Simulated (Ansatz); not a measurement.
Basis sets compared for W₂O₆. Total charge 0; singlet. Geometry PBE-D4/def2-SVP. Ansatz on 4 threads of Intel Xeon 6975P-C on a shared host; times are rough, and most runs start from earlier orbitals.

Cartesian coordinates in Å:
```
W -0.658 -0.961 -0.871
W 0.658 0.961 0.871
O -0.098 -2.561 -1.188
O 0.098 2.561 1.189
O -0.684 -0.437 0.999
O 2.118 0.672 1.744
O -2.118 -0.672 -1.744
O 0.684 0.438 -0.999
```

In the def2 sets W takes a core potential; there is no spin–orbit coupling. The structure comes from a short search, and lower isomers may exist.

```tsv
level	functions	energy (Eh)	HOMO (eV)	LUMO (eV)	wall time
PBE-D4/def2-SVP	148	-585.1937	-8.16	-5.82	1 s
PBE-D4/def2-TZVP (with forces)	266	-585.7788	-8.19	-5.82	2.2 s
r2SCAN-D4/def2-TZVP	266	-585.9866	-8.58	-5.73	3.2 s
PBE0-D4/def2-SVP	148	-584.9934	-9.89	-5.20	1.4 s
PBE0-D4/def2-TZVP (with forces)	266	-585.5894	-9.85	-5.14	5.5 s
```

Problem. Estimate the rows for PBE-D4/def2-TZVPD, r2SCAN-D4/def2-TZVPD, PBE0-D4/def2-TZVPD.

Solution. 
```csv
level,functions,energy (Eh),HOMO (eV),LUMO (eV),wall time
PBE-D4/def2-TZVPD,326,-585.7835,-8.21,-5.84,2.8 s
r2SCAN-D4/def2-TZVPD,326,-585.9918,-8.57,-5.72,4.9 s
PBE0-D4/def2-TZVPD,326,-585.5944,-9.86,-5.14,4.6 s
```
